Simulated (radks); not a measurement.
Ni IV, 25 electrons, occupied as [Ar] 3d7 (the NIST ground configuration). Calculated with a radial shooting solver on a logarithmic mesh with Libxc functionals: Dirac Kohn-Sham, LDA (Slater exchange, Perdew-Wang correlation), spin-unpolarised, spherical densities, point nucleus; open shells fill j = l - 1/2 first. Some entries of the table are withheld. Estimate them.

| orbital | occ. | eigenvalue (eV) | <r> (bohr) | <1/r> (bohr^-1) |
|---|---|---|---|---|
| 1s1/2 | 2 | -8233.435 | 0.05417 | 28.05 |
| 2s1/2 | 2 | -1019.888 | 0.2452 | 6.085 |
| 2p1/2 | 2 | (1) | 0.2133 | 6.045 |
| 2p3/2 | 4 | (2) | 0.2166 | 5.919 |
| 3s1/2 | 2 | -150.0101 | 0.7369 | 1.934 |
| 3p1/2 | 2 | -112.1004 | 0.7637 | 1.811 |
| 3p3/2 | 4 | -109.8378 | 0.7734 | 1.781 |
| 3d3/2 | 4 | (3) | 0.8933 | 1.463 |
| 3d5/2 | 3 | (4) | 0.8975 | 1.455 |

Answer. 
(1) 2p1/2 eigenvalue (eV): -895.9087
(2) 2p3/2 eigenvalue (eV): -878.4676
(3) 3d3/2 eigenvalue (eV): -47.5186
(4) 3d5/2 eigenvalue (eV): -47.2460
